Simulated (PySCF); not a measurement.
Level of theory: B3LYP-D3(BJ)/def2-TZVP // M06-2X/def2-TZVP (PySCF). All species are isolated molecules in the gas phase. One relaxed conformer stands for a flexible species; it need not be the lowest. B3LYP has the VWN-RPA correlation part, as in Gaussian. Excitations are Tamm–Dancoff values on a coarser integration grid. The basis has no diffuse functions, so Rydberg states are missing or too high.

Reference species (SMILES): `[BH2][GeH3]` (neutral, multiplicity 1).

```yaml
S1 oscillator strength: 0.006
S1 excitation (TDA): 4.18 eV
```

Changed species: `BC(F)F` (X = difluoromethyl; the reference has X = germyl).

Question: Give the shifts of the S1 oscillator strength and S1 excitation (TDA).

Answer: the S1 oscillator strength stays essentially unchanged; the S1 excitation (TDA) increases by 0.66 eV, to 4.84 eV.
